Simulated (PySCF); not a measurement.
CuF, SMILES [F][Cu] (connectivity only; charge and spin as stated), charge -1, multiplicity 2.

Geometry optimised at PBE-D3(BJ)/def2-TZVPD. The spin state was assumed, not searched.

Two levels are set side by side: PBE/def2-TZVPD (PySCF) and M06-2X/def2-TZVPD (PySCF). Same geometry, gas phase. Differences are taken from unrounded values.

```json
[
 {"quantity": "α-spin orbital gap (eV)", "M06-2X": "4.56", "PBE": "2.31", "PBE minus M06-2X": "-2.26"},
 {"quantity": "β-spin orbital gap (eV)", "M06-2X": "5.03", "PBE": "1.71", "PBE minus M06-2X": "-3.32"},
 {"quantity": "mean polarisability (bohr³)", "M06-2X": "98.8", "PBE": "91.2", "PBE minus M06-2X": "-7.6"}
]
```

Rough cost on one machine, each run with all the roots and properties that it gave: M06-2X against PBE within a factor of 2.
